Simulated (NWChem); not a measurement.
System: C3H7NS; SMILES CN1CSC1

Output (shortened):

```
             Northwest Computational Chemistry Package (NWChem) 7.3.0
             --------------------------------------------------------

                             Geometry "geometry" -> ""
                             -------------------------

 Output coordinates in angstroms (scale by  1.889725989 to convert to a.u.)

  No.       Tag          Charge          X              Y              Z
 ---- ---------------- ---------- -------------- -------------- --------------
    1 C                    6.0000    -0.16784200    -2.11736600     0.00000000
    2 N                    7.0000     0.36007200    -0.78407400     0.00000000
    3 C                    6.0000     0.01997900     0.09157000    -1.10310800
    4 S                   16.0000    -0.02416900     1.55803600     0.00000000
    5 C                    6.0000     0.01997900     0.09157000     1.10310800
    6 H                    1.0000     0.19156000    -2.66319000    -0.88637600
    7 H                    1.0000     0.19156000    -2.66319000     0.88637600
    8 H                    1.0000    -1.28098300    -2.15534800     0.00000000
    9 H                    1.0000     0.77602900     0.14790300    -1.90485800
   10 H                    1.0000    -0.97421900    -0.11012400    -1.55531100
   11 H                    1.0000    -0.97421900    -0.11012400     1.55531100
   12 H                    1.0000     0.77602900     0.14790300     1.90485800

 Effective nuclear repulsion energy (a.u.)     235.4149323023

                              NWChem Property Module
                              ----------------------

  itol2e modified to match energy
  convergence criterion.

                                 NWChem DFT Module
                                 -----------------

 Summary of "ao basis" -> "ao basis" (spherical)
 ------------------------------------------------------------------------------
       Tag                 Description            Shells   Functions and Types
 ---------------- ------------------------------  ------  ---------------------
 C                          pcsseg-1                 7       17   3s3p1d
 N                          pcsseg-1                 7       17   3s3p1d
 S                          pcsseg-1                10       24   4s5p1d
 H                          pcsseg-1                 3        5   2s1p

  itol2e modified to match energy
  convergence criterion.

            General Information
            -------------------
          SCF calculation type: DFT
          Wavefunction type:  closed shell.
          No. of atoms     :    12
          No. of electrons :    48
           Alpha electrons :    24
            Beta electrons :    24
          Charge           :     0
          Spin multiplicity:     1
          Use of symmetry is: off; symmetry adaption is: off
          Maximum number of iterations: 150
          AO basis - number of functions:   127
                     number of shells:    59
          Convergence on energy requested:  1.00D-07
          Convergence on density requested:  1.00D-05
          Convergence on gradient requested:  5.00D-04

              XC Information
              --------------
                          KT2 Method XC Functional
                        Slater Exchange Functional  1.072 local
                           KT1 gradient correction  1.000 non-local
            Perdew 1991 LDA Correlation Functional  0.577 local

             Grid Information
             ----------------
          Grid used for XC integration:  fine
          Radial quadrature: Mura-Knowles
          Angular quadrature: Lebedev.
          Tag              B.-S. Rad. Rad. Pts. Rad. Cut. Ang. Pts.
          ---              ---------- --------- --------- ---------
          C                   0.70       70          11.0       590
          N                   0.65       70           8.0       590
          S                   1.00      123          12.0       770
          H                   0.35       60          11.0       590
          Grid pruning is: on
          Number of quadrature shells:   823
          Spatial weights used:  Erf1

      Superposition of Atomic Density Guess
      -------------------------------------

 Sum of atomic energies:        -568.18486200

      Non-variational initial energy
      ------------------------------

 Total energy =    -571.356265
 1-e energy   =   -1245.458199
 2-e energy   =     438.687001
 HOMO         =      -0.238942
 LUMO         =       0.014533

   convergence    iter        energy       DeltaE   RMS-Dens  Diis-err
 ---------------- ----- ----------------- --------- --------- ---------
 d= 0,ls=0.0,diis     1   -577.3985347931 -8.13D+02  7.15D-03  7.83D-01
 d= 0,ls=0.0,diis     2   -577.3783139070  2.02D-02  5.84D-03  6.02D-01
 d= 0,ls=0.0,diis     3   -577.4299323512 -5.16D-02  2.55D-03  1.95D-01
 d= 0,ls=0.0,diis     4   -577.4545314910 -2.46D-02  6.12D-04  5.01D-03
 d= 0,ls=0.0,diis     5   -577.4549796535 -4.48D-04  1.96D-04  1.13D-03
  Resetting Diis
 d= 0,ls=0.0,diis     6   -577.4551005183 -1.21D-04  5.42D-05  5.66D-05
 d= 0,ls=0.0,diis     7   -577.4551078247 -7.31D-06  1.46D-05  8.52D-07
 d= 0,ls=0.0,diis     8   -577.4551077106  1.14D-07  8.91D-06  1.68D-06
 d= 0,ls=0.0,diis     9   -577.4551079377 -2.27D-07  1.59D-06  5.71D-08
 d= 0,ls=0.0,diis    10   -577.4551079441 -6.33D-09  4.55D-07  5.27D-09

         Total DFT energy =     -577.455107944060
      One electron energy =    -1250.597343670259
           Coulomb energy =      495.422520019259
    Exchange-Corr. energy =      -57.695216595340
 Nuclear repulsion energy =      235.414932302280

 Numeric. integr. density =       47.999994036196

                       DFT Final Molecular Orbital Analysis
                       ------------------------------------

 Vector   22  Occ=2.000000D+00  E=-2.888023D-01
              MO Center= -2.0D-02,  7.7D-01,  4.2D-09, r^2= 3.3D+00
   Bfn.  Coefficient  Atom+Function         Bfn.  Coefficient  Atom+Function
  ----- ------------  ---------------      ----- ------------  ---------------
    66      0.416476   4 S  py               69      0.281870   4 S  py
    55      0.264372   4 S  s                42     -0.189336   3 C  py
    83     -0.189336   5 C  py               25      0.172154   2 N  py
    54      0.163755   4 S  s                 8     -0.162262   1 C  py
    53     -0.127193   4 S  s                45     -0.123086   3 C  py

 Vector   23  Occ=2.000000D+00  E=-2.051206D-01
              MO Center=  1.1D-01,  4.2D-01,  1.4D-10, r^2= 3.2D+00
   Bfn.  Coefficient  Atom+Function         Bfn.  Coefficient  Atom+Function
  ----- ------------  ---------------      ----- ------------  ---------------
    65      0.414918   4 S  px               68      0.414961   4 S  px
    27     -0.334770   2 N  px               24     -0.278481   2 N  px
   103     -0.154776   8 H  s                21     -0.141889   2 N  px
    20     -0.126751   2 N  s               104     -0.111575   8 H  s
    59     -0.106729   4 S  px               19     -0.104532   2 N  s

 Vector   24  Occ=2.000000D+00  E=-1.847293D-01
              MO Center=  7.5D-02,  1.8D-01,  9.4D-10, r^2= 3.4D+00
   Bfn.  Coefficient  Atom+Function         Bfn.  Coefficient  Atom+Function
  ----- ------------  ---------------      ----- ------------  ---------------
    68      0.352969   4 S  px               65      0.341236   4 S  px
    27      0.329657   2 N  px               24      0.283249   2 N  px
   113      0.197396  10 H  s               118      0.197396  11 H  s
   114      0.170530  10 H  s               119      0.170530  11 H  s
   108     -0.169317   9 H  s               123     -0.169317  12 H  s

 Vector   25  Occ=0.000000D+00  E=-3.758084D-02
              MO Center= -8.2D-03,  1.1D+00, -4.1D-09, r^2= 3.3D+00
   Bfn.  Coefficient  Atom+Function         Bfn.  Coefficient  Atom+Function
  ----- ------------  ---------------      ----- ------------  ---------------
    70      0.860289   4 S  pz               37      0.809094   3 C  s
    78     -0.809094   5 C  s                67      0.345389   4 S  pz
    45      0.319490   3 C  py               86     -0.319490   5 C  py
    46      0.268423   3 C  pz               87      0.268423   5 C  pz
    29      0.197489   2 N  pz               42      0.178681   3 C  py

[...]

          -----------------------------------------
          Chemical Shielding Tensors (GIAO, in ppm)
          -----------------------------------------

                                NWChem CPHF Module
                                ------------------

  scftype          =     RHF
  nclosed          =       24
  nopen            =        0
  variables        =     2472
  # of vectors     =        3
  tolerance        = 0.10D-03
  level shift      = 0.00D+00
  max iterations   =       50
  max subspace     =       30

 SCF residual:    2.2770301327868701E-005

Iterative solution of linear equations
  No. of variables     2472
  No. of equations        3
  Maximum subspace       30
        Iterations       50
       Convergence  1.0D-04

   iter   nsub   residual    time
   ----  ------  --------  ---------
     1      3    1.78D-05      48.7

      Atom:    1  C
        Diamagnetic
    246.3486      6.2788      0.0000
      6.2788    259.6317     -0.0000
      0.0000     -0.0000    242.8499

        Paramagnetic
   -122.9197      8.7617     -0.0000
      8.7617    -77.8014      0.0000
     -0.0000      0.0000   -132.7602

        Total Shielding Tensor
    123.4289     15.0406     -0.0000
     15.0406    181.8304      0.0000
     -0.0000      0.0000    110.0897

           isotropic =     138.4497
          anisotropy =      70.5399

          Principal Components and Axis System
                 1           2           3
              185.4763    119.7830    110.0897

      1         0.2356      0.9719      0.0000
      2         0.9719     -0.2356     -0.0000
      3         0.0000     -0.0000      1.0000

      Atom:    2  N
        Diamagnetic
    298.5478      2.2909      0.0000
      2.2909    337.4903     -0.0000
      0.0000     -0.0000    331.9367

        Paramagnetic
   -166.1946     -7.7694     -0.0000
     -7.7694    -84.1831     -0.0000
     -0.0000     -0.0000    -67.1468

        Total Shielding Tensor
    132.3532     -5.4785     -0.0000
     -5.4785    253.3072     -0.0000
     -0.0000     -0.0000    264.7899

           isotropic =     216.8168
          anisotropy =      71.9597

          Principal Components and Axis System
                 1           2           3
              264.7899    253.5549    132.1055

      1        -0.0000     -0.0452      0.9990
      2        -0.0000      0.9990      0.0452
      3         1.0000      0.0000      0.0000

      Atom:    3  C
        Diamagnetic
    240.5313     -2.7392      3.2490
     -2.7392    254.0772     -1.9925
      3.2490     -1.9925    252.5108

        Paramagnetic
   -135.4637     -9.1853     -1.0846
     -9.1853   -110.3594    -22.4337
     -1.0846    -22.4337   -146.5950

        Total Shielding Tensor
    105.0675    -11.9245      2.1643
    -11.9245    143.7178    -24.4262
      2.1643    -24.4262    105.9158

           isotropic =     118.2337
          anisotropy =      60.0472

          Principal Components and Axis System
                 1           2           3
              158.2652    103.5926     92.8433

      1        -0.2147      0.9255      0.3119
      2         0.8816      0.0463      0.4697
      3        -0.4202     -0.3758      0.8259

      Atom:    4  S
        Diamagnetic
   1048.5498     -0.9990      0.0000
     -0.9990   1062.9423     -0.0000
      0.0000     -0.0000   1058.5177

        Paramagnetic
   -625.9880    -71.4197     -0.0000
    -71.4197   -794.2461     -0.0000
     -0.0000     -0.0000   -166.5746

        Total Shielding Tensor
    422.5618    -72.4187     -0.0000
    -72.4187    268.6961     -0.0000
     -0.0000     -0.0000    891.9430

           isotropic =     527.7337
          anisotropy =     546.3141

          Principal Components and Axis System
                 1           2           3
              891.9430    451.2847    239.9733

      1        -0.0000      0.9296      0.3687
      2        -0.0000     -0.3687      0.9296
      3         1.0000      0.0000      0.0000

      Atom:    5  H
        Diamagnetic
     24.1301     -1.4542     -2.9864
     -1.4542     33.5881      7.2776
     -2.9864      7.2776     31.5435

        Paramagnetic
      2.4679      0.6386      1.7510
      0.6386     -0.0744     -3.0147
      1.7510     -3.0147     -4.2823

        Total Shielding Tensor
     26.5980     -0.8155     -1.2354
     -0.8155     33.5138      4.2628
     -1.2354      4.2628     27.2612

           isotropic =      29.1243
          anisotropy =      10.0937

          Principal Components and Axis System
                 1           2           3
               35.8534     26.7409     24.7787

      1        -0.1383      0.9051      0.4021
      2         0.8791      0.2992     -0.3710
      3         0.4561     -0.3022      0.8371

      Atom:    6  H
        Diamagnetic
     38.2366      4.9241      0.0000
      4.9241     27.4757     -0.0000
      0.0000     -0.0000     21.8316

        Paramagnetic
     -7.0065     -1.8689     -0.0000
     -1.8689      2.9455     -0.0000
     -0.0000     -0.0000      3.9102

        Total Shielding Tensor
     31.2301      3.0552     -0.0000
      3.0552     30.4212     -0.0000
     -0.0000     -0.0000     25.7418

           isotropic =      29.1310
          anisotropy =       7.1648

          Principal Components and Axis System
                 1           2           3
               33.9075     27.7437     25.7418

      1         0.7521     -0.6591      0.0000
      2         0.6591      0.7521     -0.0000
      3        -0.0000      0.0000      1.0000

      Atom:    7  H
        Diamagnetic
     27.3066      0.1687     -8.5458
      0.1687     24.4910     -0.5761
     -8.5458     -0.5761     35.4696

        Paramagnetic
     -2.2832      0.4274      5.8035
      0.4274     -0.5869      0.3144
      5.8035      0.3144     -4.2869

        Total Shielding Tensor
     25.0234      0.5960     -2.7424
      0.5960     23.9041     -0.2617
     -2.7424     -0.2617     31.1827

           isotropic =      26.7034
          anisotropy =       8.3226

          Principal Components and Axis System
                 1           2           3
               32.2518     24.3951     23.4633

      1        -0.3581      0.6816     -0.6381
      2        -0.0548      0.6669      0.7432
      3         0.9321      0.3011     -0.2015

      Atom:    8  H
        Diamagnetic
     33.0390      1.8356      8.4890
      1.8356     24.8297      1.1047
      8.4890      1.1047     28.8719

        Paramagnetic
     -7.1468     -2.5654     -6.0409
     -2.5654      1.3512      0.0982
     -6.0409      0.0982     -0.0568

        Total Shielding Tensor
     25.8922     -0.7298      2.4482
     -0.7298     26.1809      1.2028
      2.4482      1.2028     28.8151

           isotropic =      26.9627
          anisotropy =       5.0447

          Principal Components and Axis System
                 1           2           3
               30.3259     26.7249     23.8375

      1         0.4540     -0.4985      0.7385
      2         0.1737      0.8625      0.4754
      3         0.8739      0.0876     -0.4781
```

Level: KT2/pcSseg-1, GIAO. All runs use the structure optimised with PBE0/def2-SVP. Not confirmed as a minimum by frequencies. The output numbers the shielded atoms by their place in the input's list. The printed shielding anisotropy is the first printed principal value minus the mean of the other two.

**Question.** Which NWChem input produces such a log?

**Answer.** One answer among several that fit: the input that was run:
```
start job
memory heap 200 mb stack 900 mb global 1100 mb
geometry units angstroms noautosym nocenter noautoz
  C     -0.167842    -2.117366     0.000000
  N      0.360072    -0.784074     0.000000
  C      0.019979     0.091570    -1.103108
  S     -0.024169     1.558036     0.000000
  C      0.019979     0.091570     1.103108
  H      0.191560    -2.663190    -0.886376
  H      0.191560    -2.663190     0.886376
  H     -1.280983    -2.155348     0.000000
  H      0.776029     0.147903    -1.904858
  H     -0.974219    -0.110124    -1.555311
  H     -0.974219    -0.110124     1.555311
  H      0.776029     0.147903     1.904858
end
basis spherical
  * library pcsseg-1
end
dft
  xc kt2
  iterations 150
end
property
  shielding 8 1 2 3 4 6 8 9 10
end
task dft property
```
